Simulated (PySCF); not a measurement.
## Ionisation energy of Sr²²⁺ by level of theory

Sr²²⁺ [Ne] 3s2 3p4 [3p1/2^2 3p3/2^2, M_J = 2] → Sr²³⁺ [Ne] 3s2 3p3 [3p1/2^2 3p3/2^1, M_J = 3/2], as a difference of total energies. Computed with PySCF 2.14 in an uncontracted even-tempered set (19 s from 2.7 bohr⁻², ratio 2.4; 13 p from 3.5 bohr⁻², ratio 2.4; 5 d from 15 bohr⁻², ratio 2.6; 4 f from 23 bohr⁻², ratio 2.6), with the two-component X2C-1e Hamiltonian. Correlated levels: 1s2 frozen; the 50 highest virtual spinors dropped. "Screened" scales the spin-orbit matrix elements by Boettger's factors to mimic the two-electron term; Breit and QED terms are absent.

| method | ionisation energy (eV) |
| --- | --- |
| GHF (spin-free) | 1035.9 |
| GMP2 (spin-free) | 1037.1 |
| GHF (screened spin-orbit) | 1038.5 |
| GMP2 (screened spin-orbit) | 1039.2 |

Breit and QED terms and the two-electron picture change are absent.

The spin-free rows relax to the high-spin LS determinant and lack the spin-orbit shift.

The labels give the starting determinants; with spin-orbit coupling the two ends relaxed to ⟨J²⟩ = 6.00, ⟨L²⟩ = 2.72, ⟨S²⟩ = 1.64 and ⟨J²⟩ = 3.77, ⟨L²⟩ = 0.84, ⟨S²⟩ = 2.77.

For comparison: 1038 ± 1.5 eV (semi-empirical (NIST evaluation); NIST Atomic Spectra Database, ionization energies).
